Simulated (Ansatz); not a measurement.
Reaction (ligand exchange at a Mg–C bond): `C[CH](C)[Mg][Cl]` + `O[SiH3]` → `[SiH3][O][Mg][Cl]` + `CCC`

Program: Ansatz. Geometries: PBE0-D4/def2-TZVP. ΔE: electronic, gas phase. CCSD(T)/CBS is the MP2 limit (def2-TZVPP, def2-QZVPP) plus CCSD(T) − MP2 in def2-TZVPP, frozen cores. DFT in def2-TZVPP. For Mg outer-core shells are correlated without core-valence functions, which leaves a few kJ/mol of doubt a bond. One conformer a species, not always the lowest.

```tsv
level	ΔE (kJ/mol)
LDA (SPW92)	-172.0
B97M-V	-196.4
CAM-B3LYP-D4	-198.6
ωB97X-V	-195.3
revPBE	-179.0
r2SCAN	-197.5
CCSD(T)/def2-TZVPP	-191.7
MP2/CBS(def2)	-198.1
```

Question: What does CCSD(T)/CBS give? (An estimate is asked.)

Answer: Computed: -195.6 kJ/mol. The listed levels differ from it by 23.6, -0.8, -3.0, 0.3, 16.6, -1.9, 3.9, -2.5 kJ/mol.

Question: What do rigid-rotor, harmonic-oscillator terms from PBE0-D4/def2-TZVP frequencies (298.15 K, 1 bar) make of the CCSD(T)/CBS value? (An estimate is asked.)

Answer: The calculation gave: ΔZPE = +5.8 kJ/mol, ΔH = -190.6 kJ/mol, ΔS = -15 J/(mol·K), ΔG = -186.0 kJ/mol.

Largest T1 diagnostic among the species: 0.011.

From BLYP to BHLYP (50 % exact exchange), in def2-TZVPP and without D4, ΔE moves by −16.9 kJ/mol. In def2-TZVPP, CCSD(T) changes the Hartree–Fock value by +27.3 kJ/mol (the triples alone add +4.9 kJ/mol) and MP2 by +24.8 kJ/mol.
